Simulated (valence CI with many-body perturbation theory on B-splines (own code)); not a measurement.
**E1 line list for Sb**

Calculated by valence CI with perturbative core correlation (CI+MBPT): five valence electrons over a frozen Dirac-Fock core [Kr] 4d10, radial functions for each j: 9 s, 9 p, 8 d, 6 f, 3 g, 1 h, with the one-electron correlation potential Σ1, the two-electron term Σ2, the three-electron term Σ3, Breit, model QED; selected CI, second order for the rest, scaled by the run's own slope (own B-spline code, finite nucleus).

Set against measurement, 19 paired levels are off by 60 cm⁻¹ on average, the worst by 198. These come from a selection out of the NIST Handbook of Basic Atomic Spectroscopic Data. Levels without a partner in it may be off by more. Among the levels kept, up to 1600 cm⁻¹ of a level comes from second order outside the variational space, and about a tenth of that is noise between levels of different J, which matters for small intervals.

Lines 51 to 100 of 272 in falling wavelength, among levels below 63755 cm⁻¹, chosen from the strongest by gf and those to the six lowest levels. Wavelengths and rates use the calculated energies, so an error of 60 cm⁻¹ moves a line at 21320 Å by 1.3 % and its rate by three times that or more. Electric multipoles are in the length gauge, E1 and E2 with the static RPA response of the core. Weak lines are less certain than strong ones. Lines between different terms over intervals too small for the method are left out, as are lines whose strength nearly cancels. Where a level lies close to another of its J and parity, the split of strength between their lines is uncertain. The highest levels of a list are the least certain.

Names give the largest LS component (configuration and term), which can be under half, so a name can repeat, a term be missing and a line seem to break the LS rules; names also repeat where a configuration has a term twice. Letters in brackets count levels of one name in rising energy.

```csv
λ vac (Å),Upper,Lower,A (s⁻¹),S (a.u.)
21320,5s2 5p2 6p 2S°_1/2,5s2 5p2 6s 2P_3/2,9.02e+05,8.62e+00
21290,5s2 5p2 5d 2F_5/2,5s2 5p2 6p 4D°_3/2 [a],3.69e+05,1.06e+01
21220,5s2 5p2 5d 2D_3/2 [a],5s2 5p2 6p 2D°_3/2,5.21e+05,9.82e+00
20860,5s2 5p2 7s 2P_3/2,5s2 5p2 6p 2D°_5/2 [b],4.16e+06,7.46e+01
20470,5s2 5p2 7p 2D°_3/2,5s2 5p2 5d 4D_5/2,4.52e+05,7.66e+00
20440,5s2 5p2 7s 4P_3/2,5s2 5p2 6p 4P°_1/2,8.56e+05,1.44e+01
20360,5s2 5p2 6d 4F_5/2,5s2 5p2 6p 4D°_7/2,1.95e+05,4.88e+00
20310,5s2 5p2 7s 4P_1/2 [a],5s2 5p2 6p 4D°_3/2 [a],3.11e+06,2.57e+01
20080,5s2 5p2 7s 2P_3/2,5s2 5p2 6p 2P°_1/2,1.11e+06,1.77e+01
19940,5s2 5p2 7s 4P_3/2,5s2 5p2 6p 2D°_3/2,8.81e+05,1.38e+01
19830,5s2 5p2 7s 2P_3/2,5s2 5p2 6p 2P°_3/2,3.23e+06,4.97e+01
19780,5s2 5p2 6d 4F_5/2,5s2 5p2 6p 2D°_5/2 [a],5.23e+05,1.20e+01
19750,5s2 5p2 6p 2P°_3/2,5s2 5p2 5d 4F_3/2,4.24e+05,6.45e+00
19580,5s2 5p2 6d 4F_3/2,5s2 5p2 6p 4P°_3/2,1.53e+06,2.26e+01
19510,4f 5s2 5p2 2G°_7/2,5s2 5p2 5d 2F_5/2,1.60e+06,4.70e+01
19010,5s2 5p2 7s 2P_1/2,5s2 5p2 6p 4P°_1/2,1.76e+06,1.19e+01
18960,5s2 5p2 5d 2D_5/2 [a],5s2 5p2 6p 4D°_3/2 [b],8.82e+05,1.78e+01
18640,5s2 5p2 7s 4P_5/2,5s2 5p2 6p 4P°_3/2,2.72e+06,5.22e+01
18580,5s2 5p2 7s 2P_1/2,5s2 5p2 6p 2D°_3/2,5.57e+06,3.53e+01
18380,5s2 5p2 7s 4P_1/2 [b],5s2 5p2 6p 4D°_3/2 [a],4.91e+06,3.01e+01
17760,5s2 5p2 7s 4P_3/2,5s2 5p2 6p 4D°_5/2,6.56e+06,7.25e+01
17500,5s2 5p2 6d 4D_1/2,5s2 5p2 6p 4P°_3/2,3.95e+06,2.09e+01
17420,5s2 5p2 7s 4P_3/2,5s2 5p2 6p 4D°_3/2 [b],3.71e+06,3.87e+01
17360,5s2 5p2 6d 4F_3/2,5s2 5p2 6p 2D°_5/2 [a],1.08e+06,1.12e+01
17360,5s2 5p2 5d 2D_5/2 [b],5s2 5p2 6p 2D°_3/2,1.21e+06,1.88e+01
17070,5s2 5p2 7s 4P_1/2 [a],5s2 5p2 6p 4D°_1/2,1.77e+06,8.69e+00
17030,5s2 5p2 7s 4P_5/2,5s2 5p2 6p 4D°_7/2,7.62e+06,1.11e+02
16980,5s2 5p2 5d 2D_3/2 [b],5s2 5p2 6p 4P°_1/2,4.55e+05,4.40e+00
16640,5s2 5p2 5d 2D_3/2 [b],5s2 5p2 6p 2D°_3/2,6.90e+05,6.28e+00
16630,5s2 5p2 7s 4P_5/2,5s2 5p2 6p 2D°_5/2 [a],4.37e+06,5.95e+01
16370,5s2 5p2 7s 2P_1/2,5s2 5p2 6p 4D°_3/2 [b],1.88e+06,8.17e+00
16100,5s2 5p2 7s 2P_3/2,5s2 5p2 6p 2D°_5/2 [a],1.60e+06,1.32e+01
16060,5s2 5p2 5d 4D_5/2,5s2 5p2 6p 4D°_3/2 [a],9.25e+05,1.13e+01
15680,5s2 5p2 7s 4P_1/2 [b],5s2 5p2 6p 4D°_1/2,2.95e+06,1.12e+01
15120,5s2 5p2 6d 4F_5/2,5s2 5p2 6p 2D°_3/2,2.31e+06,2.37e+01
15040,4f 5s2 5p2 2G°_7/2,5s2 5p2 6s 2D_5/2,4.77e+05,6.40e+00
14950,5s2 5p2 7s 4P_3/2,5s2 5p2 6p 2S°_1/2,1.35e+06,8.92e+00
14170,5s2 5p2 7s 2P_1/2,5s2 5p2 6p 2S°_1/2,3.53e+06,9.91e+00
14140,5s2 5p2 7p 4D°_5/2,5s2 5p2 5d 4F_7/2,1.13e+06,9.50e+00
14110,5s2 5p2 6p 2S°_1/2,5s2 5p2 6s 2P_1/2,5.75e+06,1.60e+01
13830,5s2 5p2 6d 4F_5/2,5s2 5p2 6p 4D°_5/2,1.72e+06,1.35e+01
13660,4f 5s2 5p2 2G°_7/2,5s2 5p2 5d 4F_5/2,3.06e+06,3.08e+01
13630,5s2 5p2 6d 4F_5/2,5s2 5p2 6p 4D°_3/2 [b],1.54e+06,1.16e+01
13080,5s2 5p2 7s 2P_3/2,5s2 5p2 6p 4P°_1/2,1.04e+06,4.61e+00
12820,5s2 5p2 5d 2D_5/2 [a],5s2 5p2 6p 4D°_3/2 [a],3.93e+06,2.45e+01
12820,5s2 5p2 6d 4D_1/2,5s2 5p2 6p 4P°_1/2,3.42e+06,7.11e+00
12770,5s2 5p2 7p 4D°_5/2,5s2 5p2 6s 2D_5/2,9.61e+05,5.92e+00
12620,5s2 5p2 6p 2D°_5/2 [a],5s2 5p2 6s 2P_3/2,4.54e+06,2.70e+01
12600,5s2 5p2 7p 2D°_3/2,5s2 5p2 6s 2D_5/2,7.69e+05,3.04e+00
12550,5s2 5p2 5d 2D_3/2 [a],5s2 5p2 6p 4D°_3/2 [a],1.89e+06,7.39e+00
```
